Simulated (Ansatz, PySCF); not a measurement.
Reaction (SMILES): C[Si](C)(P)P + 4 [H][H] (H2) → 2 C (CH4) + 2 P (PH3) + [SiH4] (SiH4)
Geometries: B3LYP-D3(BJ)/def2-TZVP minima from Ansatz (an electronic-structure program), one conformer each, not searched for the lowest.
Geometry of the first species:
```xyz
15

C     -0.8976     0.7815     1.7488
Si    -0.2188     0.3046     0.0640
C     -0.7337     1.5593    -1.2354
P     -0.9283    -1.8021    -0.3996
P      2.0495     0.3333     0.1900
H     -1.9898     0.7991     1.7340
H     -0.5834     0.0729     2.5169
H     -0.5474     1.7747     2.0378
H     -0.3362     1.2959    -2.2168
H     -0.3706     2.5568    -0.9767
H     -1.8221     1.6016    -1.3143
H     -0.4553    -1.7781    -1.7372
H     -2.2477    -1.4146    -0.7618
H      2.2439    -0.3189    -1.0556
H      2.1429    -0.8667     0.9414
```

Property: energy of full hydrogenation (0 K, with B3LYP-D3(BJ) harmonic zero-point energies from PySCF), in eV. Cores are frozen in the correlated levels unless marked. No spin-orbit coupling. Non-relativistic unless marked X2C. CBS marks a two-point X^-3 extrapolation of the correlation energy; Hartree-Fock from the larger set.

| level | program | energy of full hydrogenation (eV) |
|---|---|---|
| r2SCAN/def2-TZVPD | Ansatz | 0.13 |
| PBE0/STO-3G | Ansatz | 0.01 |
| PBE0-D3(BJ)/def2-TZVP | Ansatz + dftd3 | 0.15 |
| HSE06/def2-TZVPD | Ansatz | -0.09 |
| MP2/cc-pV(D+d)Z | Ansatz | -0.25 |
| MP2/cc-pV(Q+d)Z | Ansatz | 0.27 |
| RI-MP2/aug-cc-pV(T+d)Z | Ansatz | 0.29 |
| CCSD/cc-pV(T+d)Z | Ansatz | -0.29 |
| X2C-CCSD(T)/cc-pVTZ-DK | Ansatz | -0.07 |
| CCSD(T)/CBS(cc-pV(T+d)Z,cc-pV(Q+d)Z) | Ansatz | 0.07 |
